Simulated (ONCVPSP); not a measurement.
**An all-electron radial function and its pseudo partner (Pr)**

Columns: radius, all-electron u(r) and pseudo u(r) of the 4f shell (level -7.10 eV) of praseodymium in the configuration [Kr] 4d10 4f3 5s2 5p6 6s1; PW91, scalar-relativistic, ONCV scheme, ONCVPSP 4.0.1.

```
r (bohr)  all-electron  pseudo
   0.123        0.0765  0.0024
   0.245        0.3557  0.0324
   0.368        0.6448  0.1329
   0.490        0.8313  0.3297
   0.613        0.9144  0.6093
   0.735        0.9236  0.8854
   0.858        0.8909  1.0674
   0.980        0.8382  1.1134
   1.103        0.7771  1.0300
   1.225        0.7154  0.8638
   1.348        0.6552  0.7028
   1.470        0.5990  0.6049
   1.593        0.5464  0.5463
   1.715        0.4984  0.4983
   1.838        0.4542  0.4541
   1.960        0.4143  0.4143
   2.083        0.3779  0.3778
   2.205        0.3452  0.3452
   2.328        0.3154  0.3153
   2.450        0.2887  0.2886
   2.573        0.2643  0.2643
   2.695        0.2424  0.2424
   2.818        0.2225  0.2225
   2.940        0.2046  0.2046
   3.063        0.1882  0.1882
   3.185        0.1734  0.1734
```

(1) How many radial nodes do the two functions have?

(2) At about which radius was the pseudo-wave matched?

(3) Is the pseudo-wave norm-conserving?

## Answers

(1) The all-electron 4f function has n − l − 1 = 0; the pseudo-wave has 0.

(2) 1.70 bohr, where the columns begin to agree (steps of 0.12 bohr).

(3) Yes: the ONCV scheme keeps the norm inside the radius equal to the all-electron one, which fixes the energy derivative of the logarithmic derivative at the level.
